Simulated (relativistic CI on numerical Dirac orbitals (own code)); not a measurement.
## Br II: from the plainest model towards the measured levels

Calculated with a relativistic CI code on KLI orbitals (one set per configuration, finite nucleus), adding one ingredient at a time: step 1, Dirac-Coulomb, each configuration alone; step 2, with Breit and QED terms; step 3, with configuration mixing; step 4, with scaled Slater integrals (0.85); step 5, with a P86 correlation estimate; step 6, tied to the ionisation limit. P86 is a density functional for the correlation energy, evaluated here for each configuration and added to its levels. Step 6 is semi-empirical: configurations made of the next ion and one excited electron move by -4080 cm⁻¹, so that their limit matches the tabulated ionisation energy, and those with a non-penetrating f or g electron also take the P86 value of the least penetrating other one.

Configuration list (outside the closed core [Ar] 3d10): 4s2.4p4, 4s2.4p3.5s, 4s.4p5, 4s2.4p3.4d, 4s2.4p3.5p, 4p6, 4s2.4p3.6s, 4s.4p4.4d, 4s2.4p3.5d, 4s2.4p3.6p, 4s2.4p3.4f, 4s2.4p3.6d, 4s2.4p3.5f, 4s2.4p3.6f, 4s2.4p2.4d2, 4s2.4p.4d2.5s, 4s2.4p.4d3, 4s2.4p.4d2.5p, 4s2.4p.4d2.6s, 4s.4p2.4d3.

Computed minus measured energy above the ground level, in cm⁻¹, for 12 of the 22 excited levels that pair in every step (one J of a term; a digit in brackets numbers repeated terms):

```tsv
Configuration	Term	J	Measured	Step 1	Step 2	Step 3	Step 4	Step 5	Step 6
4s2.4p4	3P	1	3136	17	-45	-147	-86	-84	-84
4s2.4p4	1D	2	12089	2478	2430	2146	451	453	455
4s2.4p4	1S	0	27867	5844	5789	625	-2328	-2316	-2313
4s2.4p3.5s	5S°	2	93921	-6924	-6966	-1274	-338	4463	412
4s.4p5	3P°	2	96433	19471	19289	1227	4099	5885	4300
4s2.4p3.5s	3S°	1	98470	-5231	-5272	66	98	4889	844
4s2.4p3.4d	5D°	3	104039	-6846	-6952	-826	673	4415	351
4s2.4p3.5s	3D°	1	109422	-1635	-1661	2440	865	5451	1440
4s2.4p3.4d	3D°	3	112455	-4138	-4248	2712	1867	5802	1739
4s2.4p3.5s	1D°	2	112933	-1596	-1642	3298	44	5795	1737
4s2.4p3.5p	5P	1	114677	-8354	-8413	-2994	-2081	3424	-627
4s2.4p3.5p	3P	1	117555	-7489	-7550	-2202	-1849	3655	-394
```

Mean absolute errors in cm⁻¹, over all paired levels and for the configurations:

| Configuration, levels | Step 1 | Step 2 | Step 3 | Step 4 | Step 5 | Step 6 |
| --- | --- | --- | --- | --- | --- | --- |
| all, 22 | 5741 | 5779 | 1725 | 1231 | 3878 | 975 |
| 4s2.4p4, 4 | 2126 | 2091 | 757 | 752 | 748 | 748 |
| 4s2.4p3.5s, 6 | 3157 | 3197 | 2010 | 543 | 5292 | 1246 |
| 4s.4p5, 1 | 19471 | 19289 | 1227 | 4099 | 5885 | 4300 |
| 4s2.4p3.4d, 5 | 6346 | 6452 | 1182 | 967 | 4709 | 705 |
| 4s2.4p3.5p, 6 | 7944 | 8009 | 2620 | 1980 | 3525 | 525 |

Measured levels: NIST Handbook of Basic Atomic Spectroscopic Data (Sansonetti and Martin, J. Phys. Chem. Ref. Data 34, 1559 (2005)).

The mean absolute error is lowest at step 6 (975 cm⁻¹), and the largest single drop is from step 2 to 3 (5779 to 1725). Terms of the ground configuration are off by 2126 at first, 757 with mixing and 752 after scaling, which stands in for the correlation that narrows term splittings. The Breit and QED terms change the top of the ground term (measured 3837) from 4004 to 3938. Mixing lowers the ground level by 7644; relative to it the configurations that move most are 4s.4p5 by -18062, 4s2.4p3.4d by +6355, 4s2.4p3.5p by +5389. Configurations whose own partners of that kind are not in the list rise by much of that lowering, so a short list can trade one imbalance for another. The P86 estimate moves 4s2.4p3.5p by +5505, 4s2.4p3.5s by +4862, 4s2.4p3.4d by +3742, and takes the mean absolute error of the excited configurations from 1337 to 4574; it overshoots. Step 6 takes that error from 4574 to 1025; the error more than halves for 4s2.4p3.5s, 4s2.4p3.4d, 4s2.4p3.5p.
